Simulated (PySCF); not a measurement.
# Peak assignment

Bonds (- single, = double, # triple, : aromatic): F1-C2, C2-Si3, Si3-N4, N4-Si5, Si5-N6, N6-Si7, Si7-N8, N8-Si3. C2 carries H9, H10; Si3 carries H11; N4 carries H12; Si5 carries H13, H14; N6 carries H15; Si7 carries H16, H17; N8 carries H18. H14, H17 are cis to C2 on the ring; H13, H16 are trans to C2 on the ring.

[PySCF: NMR shieldings at PBE0/pcSseg-1/GIAO; geometry: GFN2-xTB; no relativistic terms; one averaged value for each set of equivalent atoms; one computed conformer; gas phase]

References, each an isolated molecule treated in the same way: TMS for 1H (31.72 ppm).

Assign these signals to the numbered atoms. 1H NMR (400 MHz, computed): δ 5.71 (m, 1H), 5.62 (m, 2H), 5.55 (m, 2H), 4.67 (m, 2H), -0.13 (br s, 2H), -0.52 (br s, 1H).

Results:


| δ (ppm) | atoms | environment | reason |
| --- | --- | --- | --- |
| 5.71 | H11 | hydrogen on a silicon bonded to C, 2 N, in a 6-membered ring | – |
| 5.62 | H14/H17 | hydrogen on a silicon bonded to 2 N, in a 6-membered ring | – |
| 5.55 | H13/H16 | hydrogen on a silicon bonded to 2 N, in a 6-membered ring | – |
| 4.67 | H9/H10 | hydrogen on an sp3 CH2 bonded to F and Si | its carbon carries F, hence the downfield position |
| -0.13 | H12/H18 | hydrogen on a nitrogen bonded to 2 Si, in a 6-membered ring | exchangeable; this is the value without hydrogen bonding to other molecules |
| -0.52 | H15 | hydrogen on a nitrogen bonded to 2 Si, in a 6-membered ring | – |

H11 and H14/H17; H14/H17 and H13/H16 lie closer than the usual error of such a calculation, so a measured spectrum could show them in the other order.

OH/NH shifts are gas-phase values; hydrogen bonding in solution moves them, usually downfield. Multiplicities follow the n + 1 count of equivalent neighbours, as no J values were calculated; m marks all less simple cases, F and P coupling included.
